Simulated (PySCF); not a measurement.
An excited-state job on `ClB([C@H]1CC/C1=C/Cl)Cl`.

Method: TDDFT PBE0/def2-SVPD, vertical, gas phase, core orbitals frozen in the response (PySCF 2.14.0, density-fitted response routines). Geometry: GFN2-xTB. The input is one job of a driver script: a line of settings, then coordinates in Å.

Command:
```bash
OMP_NUM_THREADS=1 python probes_run.py task.json out
```

Input:
```
{"job": {"kind": "uv", "xc": "PBE0", "basis": "def2-SVPD", "nstates": 8, "ntriplets": 3}, "charge": 0, "multiplicity": 1}
Cl    -0.456052    -2.985780     0.032095
C     -1.188519    -1.536155    -0.561573
C     -0.744810    -0.353564    -0.187927
C     -1.071513     1.062222    -0.557964
C      0.174478     1.509069     0.225976
C      0.396869     0.050378     0.723646
B      1.785186    -0.665421     0.428579
Cl     2.457601    -0.600704    -1.150756
Cl     2.644430    -1.494983     1.660980
H     -2.007021    -1.696099    -1.243783
H     -2.014606     1.414531    -0.142886
H     -1.058904     1.270737    -1.625847
H      0.976864     1.867348    -0.413560
H     -0.004604     2.228441     1.020061
H      0.106187    -0.062030     1.771047
```

Output:
```
coarse grid: 15112 points
cycle   1  E = -1598.1583795801  dE =  1.295e+00  |g| = 3.358e-01  |ddm| = 8.213e+00
cycle   2  E = -1598.1542368431  dE =  4.143e-03  |g| = 3.777e-01  |ddm| = 1.836e+00
cycle   3  E = -1598.1888251093  dE = -3.459e-02  |g| = 9.485e-02  |ddm| = 9.928e-01
cycle   4  E = -1598.1908847456  dE = -2.060e-03  |g| = 3.229e-02  |ddm| = 2.772e-01
cycle   5  E = -1598.1911222337  dE = -2.375e-04  |g| = 1.065e-02  |ddm| = 9.447e-02
cycle   6  E = -1598.1911518028  dE = -2.957e-05  |g| = 2.728e-03  |ddm| = 3.104e-02
cycle   7  E = -1598.1911537191  dE = -1.916e-06  |g| = 6.196e-04  |ddm| = 7.957e-03
final grid: 134720 points
cycle   8  E = -1598.3603684162  dE = -4.055e-05  |g| = 7.278e-03  |ddm| = 2.014e-01
cycle   9  E = -1598.3603601830  dE =  8.233e-06  |g| = 9.176e-03  |ddm| = 3.910e-02
cycle  10  E = -1598.3603823437  dE = -2.216e-05  |g| = 1.518e-03  |ddm| = 2.287e-02
cycle  11  E = -1598.3603829156  dE = -5.719e-07  |g| = 3.670e-04  |ddm| = 4.257e-03
cycle  12  E = -1598.3603829476  dE = -3.204e-08  |g| = 9.535e-05  |ddm| = 1.111e-03
cycle  13  E = -1598.3603829497  dE = -2.094e-09  |g| = 3.305e-05  |ddm| = 3.492e-04
cycle  14  E = -1598.3603829500  dE = -2.810e-10  |g| = 7.604e-06  |ddm| = 1.279e-04
converged SCF energy = -1598.3603829500

Static polarisability (au): isotropic 108.661, principal 93.075 110.255 122.653

Singlet excitations
state   eV       nm        f      main configurations
  1   4.5532    272.3   0.00604   H->L 0.98
  2   5.7631    215.1   0.00265   H-1->L 0.95
  3   6.0161    206.1   0.00040   H-3->L 0.89, H-2->L 0.10
  4   6.1891    200.3   0.12754   H->L+1 0.72
  5   6.3831    194.2   0.02095   H->L+3 0.53, H->L+2 0.20
  6   6.4965    190.8   0.09850   H-2->L 0.69, H->L+1 0.12
  7   6.5460    189.4   0.01158   H->L+2 0.66, H->L+3 0.23
  8   6.9962    177.2   0.01650   H-5->L 0.54, H-4->L 0.25, H-1->L+1 0.09

Triplet excitations (Tamm-Dancoff, eV): 3.9359 4.4968 5.4390
```

The SCF starts on a coarse grid where the log names one; the energy can jump when the final grid takes over, and dE then counts from the start density on the new grid. H and L stand for HOMO and LUMO; the number after each pair is its weight.

**Question.** Give S1 in cm⁻¹ and kJ/mol.

**Answer.** 4.5532 eV × 8065.54 = 36724 cm⁻¹; × 96.485 = 439.3 kJ/mol.

**Question.** How does the lowest singlet excitation compare with the HOMO–LUMO gap?

**Answer.** HOMO -7.13 eV and LUMO -1.41 eV give a gap of 5.72 eV; S1 at 4.55 eV lies 1.17 eV below it.

Summary of the converged run: HOMO -7.13 eV, LUMO -1.41 eV; lowest singlet 4.55 eV; lowest triplet 3.94 eV (Tamm–Dancoff); mean polarisability 108.7 au.

**Question.** Estimate the wall time. Hardware: an Intel Xeon at 2.50 GHz with one thread, no GPU (shared host). And the peak memory of the process?

**Answer.** About 2.6 min, with 1.0 GiB resident at the peak, the Python interpreter and its libraries included.

One conformer stands for the species.
Labels such as C1 count atoms from 1, the log's own numbers from 0.
